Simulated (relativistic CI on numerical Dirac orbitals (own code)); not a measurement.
## Sc3+ in a cubic cluster: L2,3 absorption with charge transfer

Computed with a charge-transfer multiplet model of a cubic metal-ligand cluster with up to 2 ligand holes, Slater and spin-orbit integrals from Dirac-Coulomb-Breit ions, Slater integrals scaled by 0.7. The ground state mixes d0 with configurations of k ligand holes L, whose averages lie at kΔ + k(k − 1)U_dd/2; a core hole lowers each added d electron by U_cd. 300 K, Lorentzian 0.4 eV and Gaussian 0.3 eV FWHM.

Atomic integrals in eV (Slater integrals scaled, ζ unscaled), ground: F2dd 4.121, F4dd 2.525, zeta_d 0.005; with the core hole: F2dd 4.121, F4dd 2.525, zeta_d 0.020, zeta_core 3.005, F2cd 3.598, G1cd 2.586, G3cd 1.465. Where a configuration has fewer than two d electrons, the dd integrals are those of d2.

Cluster parameters (eV): Δ = 6.4, U_cd = 5.8, 10Dq = 1.25, 10Dq(ligand) = 1.3, V(eg) = 1.4, V(t2g) = -0.75, final-state hopping factor = 1.

```
         Case   n_d    d0   d1L  d2L2     S
U_dd = 2.5 eV  0.22  0.80  0.19  0.01  0.00
U_dd = 4.6 eV  0.21  0.80  0.19  0.01  0.00
U_dd = 5.3 eV  0.20  0.81  0.18  0.01  0.00
```

Weights, n_d and S are thermal averages at 300 K. Photon energies count from the first peak over 30 % of the highest in each spectrum, which can be another peak from case to case. The parameters are a model scan and need not match a compound or its usual spin state. Peaks in eV (height, largest 100):
- U_dd = 2.5 eV: 0.0 (32), 1.7 (97), 4.4 (43), 6.1 (100), 10.4 (6), 11.7 (8)
- U_dd = 4.6 eV: -1.6 (22), 0.0 (76), 2.6 (39), 4.3 (100)
- U_dd = 5.3 eV: -1.7 (22), 0.0 (79), 2.6 (43), 4.3 (100)

Curve for U_dd = 4.6 eV (points under 2 left out, the grid thinned):

| E (eV) | Intensity |
| --- | --- |
| -3.1 | 2.4 |
| -2.9 | 3.1 |
| -2.7 | 3.5 |
| -2.4 | 5.1 |
| -2.2 | 6.1 |
| -2.0 | 9.6 |
| -1.8 | 17.9 |
| -1.6 | 21.6 |
| -1.3 | 12.3 |
| -1.1 | 8.5 |
| -0.9 | 7.4 |
| -0.7 | 9.1 |
| -0.5 | 15.0 |
| -0.2 | 46.9 |
| 0.0 | 76.3 |
| 0.2 | 60.5 |
| 0.4 | 28.5 |
| 0.6 | 13.6 |
| 0.9 | 6.7 |
| 1.1 | 5.2 |
| 1.3 | 4.6 |
| 1.5 | 4.7 |
| 1.7 | 5.4 |
| 2.0 | 8.9 |
| 2.2 | 15.1 |
| 2.4 | 27.6 |
| 2.6 | 38.7 |
| 2.9 | 26.7 |
| 3.1 | 17.4 |
| 3.3 | 14.2 |
| 3.5 | 15.8 |
| 3.7 | 22.2 |
| 4.0 | 53.0 |
| 4.2 | 91.0 |
| 4.4 | 93.5 |
| 4.6 | 54.7 |
| 4.8 | 27.1 |
| 5.1 | 12.8 |
| 5.3 | 8.9 |
| 5.5 | 6.3 |
| 5.7 | 4.5 |
| 5.9 | 3.5 |
| 6.2 | 2.7 |
| 6.4 | 2.3 |
| 6.6 | 2.0 |

A d0 ion has no d-d gap: its lowest excitations are ligand-to-metal charge transfer. With the core hole the configuration with one ligand hole lies at Δ + U_dd − U_cd = 3.1, 5.2, 5.9 eV from the one without, in the order of the table; where this is negative the screened configuration lies lower, though the effective hopping of about 3.3 eV (from the holes of the mixed ground state) mixes the two strongly wherever it is as large as the gap.
